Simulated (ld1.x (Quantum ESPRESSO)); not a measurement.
**S: variants of one TM potential**

Base potential:

| Property | Result |
| --- | --- |
| Element | S (Z = 16) |
| Generator | ld1.x (Quantum ESPRESSO) 7.5 |
| Type | norm-conserving Troullier–Martins (Kleinman–Bylander form) |
| Functional | PBE |
| Relativity | scalar-relativistic |
| Frozen core | [Ne] |
| Valence charge | 6 |
| Reference configuration | 3s2 3p4 |
| Partial waves | 3p (bound): rc 1.20 bohr; 3s (bound): rc 1.10 bohr |
| Local potential | the s channel |
| Core correction | a·sin(br)/r model core inside 0.70 bohr |

All-electron outer shells of the reference configuration (PBE, scalar-relativistic, ld1.x):

```json
{"shell": "2s", "level (eV)": "-211.71", "outermost node (bohr)": "0.13", "outermost maximum (bohr)": "0.39"}
{"shell": "2p", "level (eV)": "-156.51", "outermost node (bohr)": "–", "outermost maximum (bohr)": "0.33"}
{"shell": "3s", "level (eV)": "-17.26", "outermost node (bohr)": "0.60", "outermost maximum (bohr)": "1.40"}
{"shell": "3p", "level (eV)": "-7.01", "outermost node (bohr)": "0.58", "outermost maximum (bohr)": "1.61"}
```

Cutoffs, loose and tight: the cutoffs (Ry, on a coarse ladder) from which the occupation-weighted sum of valence levels, in a spherical-Bessel basis at the reference potential, stays within 10 and 1 mRy of its value at 400 Ry. They do not see the model core or the augmentation charge, which bear on the density cutoff. Test errors are all-electron minus pseudo excitation energies from the reference, over the configurations 3s2 3p3; 3s2 3p2; 3s2 3p1; 3s1 3p5; 3s2 3p3.5; 3s2 3p4.3; 3s1 3p4. A dash means not determined; rows that change the core or the reference have their own tests.

```tsv
change	outcome	cutoff, loose	cutoff, tight	bound ghosts	largest test error (meV)
base	generated	80 Ry	160 Ry	none	+84
core correction none	generated	80 Ry	160 Ry	none	+73
core correction a·sin(br)/r model core inside 0.42 bohr	generated	80 Ry	160 Ry	none	+83
core correction a·sin(br)/r model core inside 0.54 bohr	generated	80 Ry	160 Ry	none	+83
core correction a·sin(br)/r model core inside 0.66 bohr	generated	80 Ry	160 Ry	none	+84
core correction a·sin(br)/r model core inside 0.76 bohr	generated	80 Ry	160 Ry	none	+84
core correction a·sin(br)/r model core inside 0.90 bohr	generated	80 Ry	160 Ry	none	+89
core correction a·sin(br)/r model core inside 1.02 bohr	generated	80 Ry	160 Ry	none	+85
core correction a·sin(br)/r model core inside 1.06 bohr	generated	80 Ry	160 Ry	none	+79
core correction a·sin(br)/r model core inside 1.20 bohr	generated	80 Ry	160 Ry	none	+65
core correction a·sin(br)/r model core inside 1.30 bohr	generated	80 Ry	160 Ry	none	+64
```
